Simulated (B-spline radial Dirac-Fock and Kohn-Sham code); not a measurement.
## Total conversion coefficients of Tb against transition energy

Calculated with an atomic code on a B-spline grid, using a Dirac-Hartree-Slater potential of the neutral atom with a Latter tail (no hole, which puts coefficients of high multipoles low close above an edge), finite nucleus with surface currents. Subshells within 1 keV of threshold and pair formation are left out.

```tsv
energy (keV)	E2	E5	M1	M2	M3	M5
11.3	66000	3.39e+11	220	106000	5.54e+07	1.11e+12
18.7	5260	4.56e+09	48.9	9600	2.03e+06	1.43e+10
20	3760	2.64e+09	40.0	6990	1.31e+06	8.08e+09
22.3	2180	1.09e+09	28.9	4200	653000	3.23e+09
22.6	2040	9.82e+08	27.8	3940	600000	2.89e+09
36.5	188	2.28e+07	6.70	434	29800	5.47e+07
48.8	45.3	2.46e+06	2.84	118	5180	5.25e+06
49.5	42.3	2.21e+06	2.73	111	4760	4.69e+06
50	40.3	2.04e+06	2.65	106	4480	4.33e+06
56.6	24.8	796000	11.6	188	2550	1.62e+06
80.6	5.97	55200	4.13	48.1	459	107000
99.9	2.65	11100	2.22	21.3	170	22500
100	2.64	11100	2.22	21.3	170	22300
109	1.92	5850	1.73	15.4	115	12200
139	0.804	998	0.867	6.30	39.1	2360
170	0.399	240	0.493	3.06	16.4	654
179	0.335	168	0.427	2.55	13.2	476
195	0.251	93.2	0.337	1.89	9.20	283
200	0.231	78.5	0.314	1.73	8.28	244
209	0.199	58.4	0.278	1.48	6.90	188
247	0.115	19.6	0.176	0.838	3.49	71.4
490	0.0154	0.427	0.0290	0.0936	0.260	2.01
500	0.0146	0.389	0.0276	0.0881	0.242	1.83
793	0.00480	0.0581	0.00870	0.0233	0.0516	0.238
1000	0.00291	0.0262	0.00495	0.0124	0.0253	0.0949
1050	0.00263	0.0224	0.00441	0.0109	0.0219	0.0789
1090	0.00244	0.0199	0.00403	0.00987	0.0196	0.0686
1560	0.00121	0.00700	0.00173	0.00396	0.00712	0.0197
2000	0.000759	0.00366	0.000981	0.00217	0.00370	0.00899
```

**Question.** How fast do they fall between 1090 and 2000 keV?

**Answer.** As powers of the energy: E2 E^-1.92, E5 E^-2.79, M1 E^-2.33, M2 E^-2.50, M3 E^-2.74, M5 E^-3.35. Within one type (E or M) the higher multipoles fall faster.
